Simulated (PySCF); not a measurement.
Two structures, one formula

The two ends of one reaction step of GaH5O3, closed shell (PBE0-D4/def2-TZVP).

A:

```xyz
9
angstrom
Ga 0.0390 -0.4519 -0.4346
O 0.5189 0.8603 -1.5448
O 1.0789 -1.1467 0.8252
O -1.5654 -1.1680 -0.6403
H -0.7912 1.7081 0.9879
H -0.9075 1.2041 1.5299
H 1.4141 1.1838 -1.4308
H 1.9405 -0.7329 0.8986
H -2.0577 -0.7606 -1.3564
```

B:

```xyz
9
angstrom
Ga -0.3320 -0.3581 0.4003
O 0.2705 1.1142 -1.0394
O 1.4726 -0.6399 0.4135
O -1.1764 -1.5751 -0.6067
H 0.1667 2.0303 -0.7650
H -1.0378 0.4651 1.5288
H 1.2002 0.8684 -0.8700
H 1.8825 -0.7589 1.2697
H -2.1313 -1.5265 -0.5454
```

Computed with PySCF 2.14 with density fitting (its default auxiliary sets; JK sets also for MP2 and CCSD(T)) (basis: def2-TZVPP); correlated methods freeze the cores. Filled d shells of the heavier atoms are correlated. The def2 sets are not built for correlating such inner shells, so the correlated values are less sure here. B3LYP uses VWN-RPA correlation.

Problem. Which structure is lower at CCSD(T), and by how much? (Judge from chemistry; the value comes from the calculation.)

Solution. The calculation gives: B, by 25.1 kJ/mol (electronic energy, against the other). By their contacts, A is a complex of GaH₃O₃ ([OH][Ga]([OH])[OH]) + H₂ and B is GaH₅O₃ ([OH][GaH]([OH])[OH2]).

All methods give the same order:

```json
{"method": "SPW92", "E(B) − E(A) (kJ/mol)": "-52.4"}
{"method": "PBE-D4", "E(B) − E(A) (kJ/mol)": "-25.9"}
{"method": "r2SCAN-D4", "E(B) − E(A) (kJ/mol)": "-27.4"}
{"method": "PBE0-D4", "E(B) − E(A) (kJ/mol)": "-32.7"}
{"method": "B3LYP-D4", "E(B) − E(A) (kJ/mol)": "-24.2"}
{"method": "BHLYP-D4", "E(B) − E(A) (kJ/mol)": "-31.1"}
{"method": "wB97M-V", "E(B) − E(A) (kJ/mol)": "-31.5"}
{"method": "HF", "E(B) − E(A) (kJ/mol)": "-24.5"}
{"method": "MP2", "E(B) − E(A) (kJ/mol)": "-19.2"}
{"method": "CCSD", "E(B) − E(A) (kJ/mol)": "-26.6"}
{"method": "CCSD(T)", "E(B) − E(A) (kJ/mol)": "-25.1"}
```

T1 diagnostic: at most 0.014.

Labels in which every atom is bracketed show which atoms are joined, not bond orders.

For scale, one of the runs: CCSD(T)/def2-TZVPP, 211 basis functions, launched by `OMP_NUM_THREADS=4 python run.py`. Time: 14 min of wall clock on 4 CPU threads of an Arm Neoverse V2; the host was shared. Peak host memory: 4 GiB.
